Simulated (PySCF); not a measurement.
Xenon: a sound run and one with changed settings

Sound run: Xe [Xe], Xe+ [Kr] 4d10 5s2 5p5. Computed with PySCF 2.14 in def2-TZVP with the def2 core potential (28 electrons), with scalar relativity through the core potential. In the sound run the correlated levels freeze 4s2 4p6 4d10 outside the core potential. The sound run starts from symmetry-adapted Hartree-Fock orbitals and uses a fine grid where one is needed.

A second run was set up differently.

| species | method | sound run (hartree) | changed run (hartree) | converged |
| --- | --- | --- | --- | --- |
| Xe | UHF | -328.29839 | -328.29839 | yes |
| Xe | M06-L | -329.53117 | -329.53117 | yes |
| Xe | MN15 | -328.55681 | -328.55681 | yes |
| Xe | MP2 | -328.44335 | -328.35592 | yes |
| Xe | CCSD(T) | -328.46336 | -328.46336 | yes |
| Xe+ | UHF | -327.87704 | -327.87704 | yes |
| Xe+ | M06-L | -329.08753 | -329.08753 | yes |
| Xe+ | MN15 | -328.10949 | -328.10949 | yes |
| Xe+ | MP2 | -327.99284 | -327.92431 | yes |
| Xe+ | CCSD(T) | -328.01505 | -328.01505 | yes |

Ionisation energy of Xe:

| method | sound run (eV) | changed run (eV) |
| --- | --- | --- |
| UHF | 11.466 | 11.466 |
| M06-L | 12.072 | 12.072 |
| MN15 | 12.172 | 12.172 |
| MP2 | 12.259 | 11.745 |
| SCS-MP2 | 12.187 | 11.722 |
| CCSD | 12.163 | 12.163 |
| CCSD(T) | 12.199 | 12.199 |

(1) What was changed?
A. minimal basis
B. angular grid far too coarse
C. level shift left on
D. too few SCF iterations

## Answers

(1) C. It used initial guess minao, at most 50 SCF cycles, level shift 2.0 hartree. A level shift leaves the converged SCF energy unchanged but raises the virtual orbital energies, which shrinks MP2 if it is not removed.
